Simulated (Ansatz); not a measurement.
Isolated molecules relaxed with PBE0-D4/def2-TZVP in Ansatz; ΔE leaves out vibrations. CCSD(T)/CBS adds triple-zeta CCSD(T) − MP2 to the extrapolated MP2 energy (def2 sets, frozen cores). This one scheme is used for every species. DFT in def2-TZVPP. B3LYP here is the variant with VWN-RPA as its local correlation; programs differ in this. One conformer a species, not always the lowest.

`CC1OB1N` + H₂ → `NB1CO1` + CH₄  (hydrogenolysis of a C–C bond)

`CC1OB1N`:

Z-matrix (Å, degrees):
```
C
C 1 1.498
H 1 1.094 2 111.4
H 1 1.094 2 109.6 3 119.2
H 1 1.092 2 111.6 3 -121.2
O 2 1.504 1 114.6 3 70.7
B 2 1.509 1 125.2 3 131.8
H 2 1.090 1 114.3 3 -58.2
N 7 1.385 2 158.2 1 81.3
H 9 1.003 7 122.8 2 3.2
H 9 1.005 7 122.5 2 -177.3
```

H₂:

Z-matrix (Å, degrees):
```
H
H 1 0.746
```

`NB1CO1`:

Cartesian coordinates in Å:
```
N 0.358 0.843 -1.210
B 0.113 0.182 -0.020
C -0.426 -0.879 0.904
O 0.389 0.314 1.293
H 0.892 1.693 -1.258
H 0.017 0.511 -2.094
H 0.092 -1.818 1.081
H -1.436 -0.846 1.305
```

CH₄:

```xyz
5

C     0.000    0.000    0.000
H     0.034   -1.075   -0.173
H     0.438    0.225    0.972
H    -1.036    0.339   -0.019
H     0.564    0.511   -0.780
```

| level | ΔE (kcal/mol) |
| --- | --- |
| PBE-D4 | -12.4 |
| r2SCAN | -13.4 |
| PBE0 | -14.2 |
| B3LYP | -15.4 |
| CCSD(T)/def2-TZVPP | -13.3 |
| HF/def2-QZVPP | -17.5 |
| MP2/def2-QZVPP | -12.4 |
| CCSD/CBS(def2) | -14.0 |

(1) What does CCSD(T)/CBS give? (An estimate is asked.)

Largest T1 diagnostic among the species: 0.013.

## Answers

(1) Computed: -13.1 kcal/mol. The listed levels differ from it by 0.7, -0.3, -1.1, -2.3, -0.2, -4.4, 0.7, -0.9 kcal/mol.

In def2-TZVPP, CCSD(T) changes the Hartree–Fock value by +4.2 kcal/mol (the triples alone add +0.9 kcal/mol) and MP2 by +5.0 kcal/mol. The D4 term adds +1.7 kcal/mol with B3LYP and +0.9 kcal/mol with PBE0; it sums over pairs of atoms, weighted by their polarisabilities, and B3LYP, whose exchange is more repulsive, gets the larger term.
